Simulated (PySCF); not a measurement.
C3H9NSi2, SMILES N#CCC[SiH2][SiH3].

Geometry optimised at B3LYP-D3(BJ)/def2-SVP. The structure was generated by enumeration, and PubChem lists no compound with its InChIKey, so it may never have been made. One conformer was computed; it need not be the lowest.

Two levels are set side by side: PBE/def2-TZVP (PySCF) and B3LYP/def2-TZVP (PySCF). Same geometry, gas phase. Differences are taken from unrounded values.

| quantity | B3LYP |
|---|---|
| orbital gap (eV) | 7.60 |
| highest occupied level (eV) | -8.09 |
| lowest empty level (eV) | -0.49 |
| dipole moment (D) | 3.95 |
| mean polarisability (bohr³) | 94.9 |

Problem. What does PBE give, and how far is it from B3LYP? (An estimate is asked for; the answer gives what the named calculation found.)

Solution. 
```csv
quantity,PBE,PBE minus B3LYP
orbital gap (eV),6.04,-1.57
highest occupied level (eV),-7.16,0.93
lowest empty level (eV),-1.13,-0.64
dipole moment (D),3.89,-0.06
mean polarisability (bohr³),97.8,2.9
```

PBE's occupied levels lie high since its potential decays too fast outside the molecule; exact exchange lowers them and widens the gap. PBE's more diffuse valence density responds more strongly to a field. Differences between two approximate levels are no errors against the true value.

Rough cost on one machine, each run with all the roots and properties that it gave: B3LYP against PBE within a factor of 2.
